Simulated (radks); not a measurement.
The numbers below are computed, except where a source is named.
Ionisation of neutral thulium, [Xe] 4f13 6s2, to Tm+, [Xe] 4f13 6s1, under several functionals. Scalar-relativistic Kohn-Sham, spin-polarised, spherical densities, finite nucleus; open shells are filled with parallel spins first (spin-orbit coupling, left out, can overturn this in heavy ions); a radial shooting solver on a logarithmic mesh with Libxc functionals.

| functional | E(Tm) (hartree) | Exc (hartree) | IE (eV) | -e(HOMO) (eV) | <r> HOMO (bohr) | IE error (eV) |
|---|---|---|---|---|---|---|
| MS2 meta-GGA | -13565.5517 | -284.2283 | 6.194 | 2.627 | 0.8173 | +0.010 |
| OLYP | -13570.9764 | -290.3127 | 6.016 | 2.898 | 0.8100 | -0.168 |
| exchange-only PBE | -13561.9915 | -281.0326 | 5.642 | 1.654 | 0.8229 | -0.543 |
| exchange-only B88 | -13563.2137 | -282.2632 | 5.514 | 1.668 | 0.8225 | -0.670 |
| BLYP | -13566.8889 | -285.9817 | 6.277 | 2.489 | 0.8191 | +0.093 |
| PBE | -13566.0133 | -285.1234 | 6.247 | 2.706 | 0.8175 | +0.062 |
| exchange-only r2SCAN | -13563.3006 | -281.4466 | 5.220 | 1.326 | 0.8183 | -0.965 |

NIST Atomic Spectra Database: 6.184 eV (measured). Closest: MS2 meta-GGA. The Delta-SCF values span 1.06 eV, the total energies 8.98 hartree. The highest occupied level is 4f. Open shells are spherical and high-spin; term and fine-structure splittings are not resolved. Spin-orbit splitting is averaged out at the scalar-relativistic level.
